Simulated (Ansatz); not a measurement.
Basis-set extrapolation for CH₅PSSi (`P[SiH]1CS1`) (PBE0-D4/def2-TZVP geometry, frozen core, Ansatz 0.2.0). Multiplicity 1, RHF reference.

```json
{"": "HF", "def2-TZVPP": "-1068.029979", "def2-QZVPP": "-1068.061515"}
{"": "MP2 correlation", "def2-TZVPP": "-0.618882", "def2-QZVPP": "-0.666668"}
{"": "CCSD(T) correlation", "def2-TZVPP": "-0.704912", "def2-QZVPP": "not run"}
```

Energies in hartree. Use E(X) = E(∞) + A·exp(−7.88·√X) for Hartree–Fock and E(X) = E(∞) + B·X^(−2.97) for correlation, with X = 3 and 4, and add CCSD(T) minus MP2 of the smaller set to the MP2 limit.

What is the CCSD(T) energy at the basis-set limit?

HF limit: -1068.061515 + (-0.031536) × 0.13774 = -1068.06586. MP2 limit: -0.666668 + (-0.047786) × 0.74074 = -0.70207. Higher-order term: -0.704912 − (-0.618882) = -0.08603. Total: -1068.85396 hartree, 3.24 eV below CCSD(T)/def2-TZVPP.
